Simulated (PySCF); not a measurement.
C3H8MgO, SMILES C[CH]([Mg][OH])C. Coordinates come from a PBE-D3(BJ)/def2-SVP optimisation. The structure was generated by enumeration; whether it is a known compound was not checked. One conformer was computed; it need not be the lowest.

Computed equilibrium geometry at PBE-D3(BJ)/def2-SVP (PySCF confirms it by a frequency run) as a Z-matrix (one conformer of several):
```
C
H 1 1.1152
C 1 1.5365 2 107.84
H 3 1.1108 1 112.86 2 57.31
H 3 1.1124 4 106.98 1 -123.89
H 3 1.1172 4 106.73 5 -113.13
C 1 1.5365 2 107.84 3 -120.22
H 7 1.1108 1 112.86 2 -57.31
H 7 1.1124 8 106.98 1 123.89
H 7 1.1172 8 106.73 9 113.12
Mg 1 2.1288 2 105.10 7 -119.89
O 11 1.7981 2 151.53 1 179.42
H 12 0.9634 11 152.57 2 176.89
```
